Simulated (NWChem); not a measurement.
System: B$_{2}$H$_{4}$O$_{4}$; SMILES OB(O)B(O)O

NWChem input:

```
start job
memory heap 200 mb stack 900 mb global 1100 mb
geometry units angstroms noautoz
  B     -0.081820     0.831538     0.041340
  O     -1.232452     1.572212    -0.051008
  O      1.179018     1.391977     0.171472
  B     -0.085179    -0.893298     0.005762
  O      1.115745    -1.566107     0.104683
  O     -1.230957    -1.631870    -0.117145
  H     -1.094441     2.538197    -0.017944
  H      1.199887     2.367747     0.194936
  H      1.839403    -0.917017     0.186365
  H     -1.017564    -2.586071    -0.115833
end
basis spherical
  * library 6-31g*
end
dft
  xc b3lyp
  grid xcoarse
  iterations 150
  mulliken
end
task dft gradient
```

Output (shortened):

```
             Northwest Computational Chemistry Package (NWChem) 7.3.0
             --------------------------------------------------------

 CS  symmetry detected

                             Geometry "geometry" -> ""
                             -------------------------

 Output coordinates in angstroms (scale by  1.889725989 to convert to a.u.)

  No.       Tag          Charge          X              Y              Z
 ---- ---------------- ---------- -------------- -------------- --------------
    1 B                    5.0000    -0.06057016     0.84808663     0.00000000
    2 O                    8.0000    -1.22124849     1.57877518     0.00000000
    3 O                    8.0000     1.20194724     1.41974076     0.00000000
    4 B                    5.0000    -0.05211171    -0.87709877     0.00000000
    5 O                    8.0000     1.15865558    -1.53945694     0.00000000
    6 O                    8.0000    -1.19783961    -1.62590417     0.00000000
    7 H                    1.0000    -1.08922900     2.54616244     0.00000000
    8 H                    1.0000     1.21635875     2.39590856     0.00000000
    9 H                    1.0000     1.88105926    -0.88386295     0.00000000
   10 H                    1.0000    -0.97689751    -2.57838595     0.00000000

 Effective nuclear repulsion energy (a.u.)     210.3553789505

      Symmetry information
      --------------------

 Group name             Cs
 Group number              2
 Group order               2
 No. of unique centers    10

                                 NWChem DFT Module
                                 -----------------

 Summary of "ao basis" -> "ao basis" (spherical)
 ------------------------------------------------------------------------------
       Tag                 Description            Shells   Functions and Types
 ---------------- ------------------------------  ------  ---------------------
 B                           6-31g*                  6       14   3s2p1d
 O                           6-31g*                  6       14   3s2p1d
 H                           6-31g*                  2        2   2s

      Symmetry analysis of basis
      --------------------------

        a'         68
        a"         24

            General Information
            -------------------
          SCF calculation type: DFT
          Wavefunction type:  closed shell.
          No. of atoms     :    10
          No. of electrons :    46
           Alpha electrons :    23
            Beta electrons :    23
          Charge           :     0
          Spin multiplicity:     1
          Use of symmetry is: on ; symmetry adaption is: on
          Maximum number of iterations: 150
          AO basis - number of functions:    92
                     number of shells:    44
          Convergence on energy requested:  1.00D-06
          Convergence on density requested:  1.00D-05
          Convergence on gradient requested:  5.00D-04

              XC Information
              --------------
                         B3LYP Method XC Potential
                     Hartree-Fock (Exact) Exchange  0.200
                        Slater Exchange Functional  0.800 local
                    Becke 1988 Exchange Functional  0.720 non-local
              Lee-Yang-Parr Correlation Functional  0.810
                  VWN I RPA Correlation Functional  0.190 local

             Grid Information
             ----------------
          Grid used for XC integration:  xcoarse
          Radial quadrature: Mura-Knowles
          Angular quadrature: Lebedev.
          Tag              B.-S. Rad. Rad. Pts. Rad. Cut. Ang. Pts.
          ---              ---------- --------- --------- ---------
          B                   0.85       21           9.0       194
          O                   0.60       21          11.0       194
          H                   0.35       21          12.0       194
          Grid pruning is: on
          Number of quadrature shells:   210
          Spatial weights used:  Erf1

      Superposition of Atomic Density Guess
      -------------------------------------

 Sum of atomic energies:        -350.06251607

      Non-variational initial energy
      ------------------------------

 Total energy =    -352.302988
 1-e energy   =    -896.963833
 2-e energy   =     334.305466
 HOMO         =      -0.355493
 LUMO         =       0.015187

      Symmetry analysis of molecular orbitals - initial
      -------------------------------------------------

  Numbering of irreducible representations:

     1 a'          2 a"

  Orbital symmetries:

     1 a'          2 a'          3 a'          4 a'          5 a'
     6 a'          7 a'          8 a'          9 a'         10 a'
    11 a'         12 a'         13 a'         14 a'         15 a'
    16 a'         17 a"         18 a'         19 a"         20 a'
    21 a"         22 a"         23 a'         24 a"         25 a'
    26 a'         27 a'         28 a'         29 a"         30 a'
    31 a'         32 a'         33 a'

     ---------------------------------------------
      Total Density - Mulliken Population Analysis
     ---------------------------------------------

    Atom       Charge   Shell Charges
 -----------   ------   -------------------------------------------------------
    1 B    5     4.30   2.00  0.57  1.01  0.38  0.23  0.11
    2 O    8     8.89   2.00  0.93  3.11  0.90  1.94  0.01
    3 O    8     8.90   2.00  0.93  3.11  0.90  1.95  0.01
    4 B    5     4.26   2.00  0.56  1.02  0.39  0.17  0.11
    5 O    8     8.91   2.00  0.93  3.12  0.90  1.95  0.01
    6 O    8     8.89   2.00  0.93  3.11  0.90  1.94  0.01
    7 H    1     0.46   0.35  0.12
    8 H    1     0.46   0.35  0.12
    9 H    1     0.45   0.35  0.11
   10 H    1     0.46   0.35  0.11

   convergence    iter        energy       DeltaE   RMS-Dens  Diis-err
 ---------------- ----- ----------------- --------- --------- ---------
 d= 0,ls=0.0,diis     1   -353.0170808480 -5.63D+02  1.69D-02  1.35D+00
 d= 0,ls=0.0,diis     2   -352.9635098282  5.36D-02  8.41D-03  2.24D+00
 d= 0,ls=0.0,diis     3   -353.1700328469 -2.07D-01  1.15D-03  4.08D-02
 d= 0,ls=0.0,diis     4   -353.1736461669 -3.61D-03  4.43D-04  3.13D-03
 d= 0,ls=0.0,diis     5   -353.1738245959 -1.78D-04  1.90D-04  1.25D-03
  Resetting Diis
 d= 0,ls=0.0,diis     6   -353.1739423424 -1.18D-04  2.93D-05  1.02D-05
 d= 0,ls=0.0,diis     7   -353.1739431842 -8.42D-07  2.24D-05  2.84D-06
 d= 0,ls=0.0,diis     8   -353.1739428235  3.61D-07  1.35D-05  6.78D-06
 d= 0,ls=0.0,diis     9   -353.1739434554 -6.32D-07  1.30D-06  3.26D-08

         Total DFT energy =     -353.173943455378
      One electron energy =     -902.410172639741
           Coulomb energy =      383.036333866433
    Exchange-Corr. energy =      -44.155483632594
 Nuclear repulsion energy =      210.355378950525

 Numeric. integr. density =       45.996558314673

                  Occupations of the irreducible representations
                  ----------------------------------------------

                     irrep           alpha         beta
                     --------     --------     --------
                     a'               19.0         19.0
                     a"                4.0          4.0

                       DFT Final Molecular Orbital Analysis
                       ------------------------------------

 Vector   21  Occ=2.000000D+00  E=-3.223017D-01  Symmetry=a"
              MO Center= -1.2D-01,  1.5D+00, -2.3D-16, r^2= 2.1D+00
   Bfn.  Coefficient  Atom+Function         Bfn.  Coefficient  Atom+Function
  ----- ------------  ---------------      ----- ------------  ---------------
    19      0.477321   2 O  pz               33     -0.438676   3 O  pz
    23      0.359073   2 O  pz               37     -0.337628   3 O  pz
    75      0.046563   6 O  pz               79      0.037865   6 O  pz
    61     -0.036491   5 O  pz               13      0.034894   1 B  d  1
    65     -0.031022   5 O  pz

 Vector   22  Occ=2.000000D+00  E=-2.992970D-01  Symmetry=a"
              MO Center= -6.2D-02, -1.5D+00, -3.9D-16, r^2= 2.0D+00
   Bfn.  Coefficient  Atom+Function         Bfn.  Coefficient  Atom+Function
  ----- ------------  ---------------      ----- ------------  ---------------
    75     -0.468916   6 O  pz               61      0.449639   5 O  pz
    79     -0.354698   6 O  pz               65      0.344638   5 O  pz
    33     -0.049239   3 O  pz               19      0.044930   2 O  pz
    55     -0.035033   4 B  d  1             37     -0.034379   3 O  pz
    23      0.030563   2 O  pz

 Vector   23  Occ=2.000000D+00  E=-2.855512D-01  Symmetry=a'
              MO Center=  1.3D-01, -3.4D-01, -3.2D-15, r^2= 2.5D+00
   Bfn.  Coefficient  Atom+Function         Bfn.  Coefficient  Atom+Function
  ----- ------------  ---------------      ----- ------------  ---------------
     4      0.315008   1 B  py               46     -0.315540   4 B  py
    60      0.307505   5 O  py                6     -0.253119   1 B  s
    64      0.217786   5 O  py               48     -0.163923   4 B  s
    20      0.159970   2 O  s                76      0.147613   6 O  s
     2     -0.143724   1 B  s                59     -0.128629   5 O  px

 Vector   24  Occ=0.000000D+00  E=-8.601111D-04  Symmetry=a"
              MO Center= -5.3D-02,  6.6D-02,  9.3D-16, r^2= 2.7D+00
   Bfn.  Coefficient  Atom+Function         Bfn.  Coefficient  Atom+Function
  ----- ------------  ---------------      ----- ------------  ---------------
     9      0.396326   1 B  pz                5      0.361413   1 B  pz
    51      0.335768   4 B  pz               47      0.317370   4 B  pz
    23     -0.228252   2 O  pz               37     -0.223856   3 O  pz
    19     -0.210743   2 O  pz               33     -0.208812   3 O  pz
    79     -0.208977   6 O  pz               65     -0.206801   5 O  pz

 Vector   25  Occ=0.000000D+00  E= 3.938778D-02  Symmetry=a'
              MO Center=  2.8D-01,  2.4D+00, -1.1D-15, r^2= 3.3D+00
   Bfn.  Coefficient  Atom+Function         Bfn.  Coefficient  Atom+Function
  ----- ------------  ---------------      ----- ------------  ---------------
    88      0.993989   8 H  s                86      0.850497   7 H  s
    34     -0.646165   3 O  s                20     -0.508885   2 O  s
    36     -0.397824   3 O  py               22     -0.357348   2 O  py
    90      0.247411   9 H  s                32     -0.243949   3 O  py
    18     -0.225462   2 O  py               48     -0.165770   4 B  s

 Vector   26  Occ=0.000000D+00  E= 8.803954D-02  Symmetry=a'
              MO Center=  1.9D-01,  1.4D+00, -1.9D-15, r^2= 6.2D+00
   Bfn.  Coefficient  Atom+Function         Bfn.  Coefficient  Atom+Function
  ----- ------------  ---------------      ----- ------------  ---------------
    86      1.026074   7 H  s                20     -0.689837   2 O  s
    88     -0.667310   8 H  s                90     -0.613624   9 H  s
    34      0.588208   3 O  s                62      0.534998   5 O  s
    22     -0.320404   2 O  py               92      0.230759  10 H  s
    64      0.220922   5 O  py               49     -0.178232   4 B  px

     ---------------------------------------------
      Total Density - Mulliken Population Analysis
     ---------------------------------------------

    Atom       Charge   Shell Charges
 -----------   ------   -------------------------------------------------------
    1 B    5     4.68   2.00  0.54  1.39  0.26  0.37  0.12
    2 O    8     8.55   2.00  0.91  2.94  0.92  1.77  0.02
    3 O    8     8.59   2.00  0.90  2.94  0.92  1.81  0.02
    4 B    5     4.61   2.00  0.53  1.41  0.27  0.29  0.12
    5 O    8     8.59   2.00  0.90  2.94  0.92  1.81  0.02
    6 O    8     8.57   2.00  0.91  2.94  0.92  1.78  0.02
    7 H    1     0.62   0.48  0.14
    8 H    1     0.61   0.47  0.14
    9 H    1     0.58   0.47  0.11
   10 H    1     0.60   0.47  0.13

     -------------------------------------------
      Total Density - Lowdin Population Analysis
     -------------------------------------------

    Atom       Charge   Shell Charges
 -----------   ------   -------------------------------------------------------
    1 B    5     5.12   1.98  0.42  1.29  0.35  0.78  0.30
    2 O    8     8.25   1.99  0.84  2.77  0.66  1.95  0.04
    3 O    8     8.28   1.99  0.84  2.77  0.66  1.98  0.04
    4 B    5     5.12   1.98  0.42  1.29  0.35  0.77  0.30
    5 O    8     8.28   1.99  0.84  2.78  0.66  1.97  0.04
    6 O    8     8.25   1.99  0.84  2.77  0.66  1.95  0.04
    7 H    1     0.68   0.44  0.24
    8 H    1     0.68   0.44  0.24
    9 H    1     0.66   0.44  0.23
   10 H    1     0.67   0.44  0.23

     Multipole analysis of the density
     ---------------------------------

     L   x y z        total         alpha         beta         nuclear
     -   - - -        -----         -----         ----         -------
     0   0 0 0     -0.000000    -23.000000    -23.000000     46.000000

     1   1 0 0      0.614107      0.307054      0.307054     -0.000000
     1   0 1 0      1.133097      0.566549      0.566549      0.000000
     1   0 0 1     -0.000000     -0.000000     -0.000000      0.000000

     2   2 0 0    -27.369376   -108.135774   -108.135774    188.902172
     2   1 1 0      1.605493     -0.102219     -0.102219      1.809930
     2   1 0 1     -0.000000     -0.000000     -0.000000      0.000000
     2   0 2 0    -14.886907   -191.833342   -191.833342    368.779777
     2   0 1 1      0.000000      0.000000      0.000000      0.000000
     2   0 0 2    -24.946170    -12.473085    -12.473085      0.000000

            General Information
            -------------------
          SCF calculation type: DFT
          Wavefunction type:  closed shell.
          No. of atoms     :    10
          No. of electrons :    46
           Alpha electrons :    23
            Beta electrons :    23
          Charge           :     0
          Spin multiplicity:     1
          Use of symmetry is: on ; symmetry adaption is: on
          Maximum number of iterations: 150
          AO basis - number of functions:    92
                     number of shells:    44
          Convergence on energy requested:  1.00D-06
          Convergence on density requested:  1.00D-05
          Convergence on gradient requested:  5.00D-04

              XC Information
              --------------
                         B3LYP Method XC Potential
                     Hartree-Fock (Exact) Exchange  0.200
                        Slater Exchange Functional  0.800 local
                    Becke 1988 Exchange Functional  0.720 non-local
              Lee-Yang-Parr Correlation Functional  0.810
                  VWN I RPA Correlation Functional  0.190 local

[...]

                         DFT ENERGY GRADIENTS

    atom               coordinates                        gradient
                 x          y          z           x          y          z
   1 B      -0.114461   1.602651   0.000000    0.001903   0.002848   0.000000
   2 O      -2.307825   2.983452   0.000000   -0.003606  -0.006873   0.000000
   3 O       2.271351   2.682921   0.000000    0.001482  -0.007953   0.000000
   4 B      -0.098477  -1.657476   0.000000   -0.000169  -0.001329   0.000000
   5 O       2.189542  -2.909152   0.000000   -0.004722  -0.008009   0.000000
   6 O      -2.263589  -3.072513   0.000000   -0.004367   0.006088   0.000000
   7 H      -2.058344   4.811549   0.000000    0.001157   0.008212   0.000000
   8 H       2.298585   4.527611   0.000000   -0.000084   0.008150   0.000000
   9 H       3.554687  -1.670259   0.000000    0.006713   0.007225   0.000000
  10 H      -1.846069  -4.872443   0.000000    0.001692  -0.008359   0.000000
```

Level: B3LYP/6-31G* (spherical d). The geometry was optimised at PBE-D3(BJ)/def2-SVP.
